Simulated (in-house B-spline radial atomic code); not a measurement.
Configurations of neutral titanium, with energies counted from [Ar] 3d2 4s2. Computed with a B-spline radial code for spherical atoms: non-relativistic HSE06, spin-polarised, spherical fractional occupations, exact exchange averaged over the configuration, point nucleus. Shells without spins written out take the highest spin.

Occupations are held fixed; configurations that lie above the ionisation limit could autoionise.

```json
{"configuration": "[Ar] 3d3 4s1", "E - E(ref) (eV)": "-0.12222", "highest orbital": "3d up", "its <r> (bohr)": "1.831"}
{"configuration": "[Ar] 3d2 4s1 5f1", "E - E(ref) (eV)": "5.8647", "highest orbital": "5f up", "its <r> (bohr)": "27.97"}
{"configuration": "[Ne] 3s2 3p5 3d2 4s2 5p1", "E - E(ref) (eV)": "41.931", "highest orbital": "5p up", "its <r> (bohr)": "10.53"}
```

Question: Order these further configurations by energy, lowest first.
A. [Ar] 3d1 4s2 4f1
B. [Ar] 3d1 4s2 5p1
C. [Ne] 3s2 3p5 3d3 4s2

Answer: B (8.3713 eV), A (9.335 eV), C (31.953 eV).

Question: Is the reference the lowest configuration at this level of theory?

Answer: No: [Ar] 3d3 4s1 lies 0.1222 eV lower with this functional.
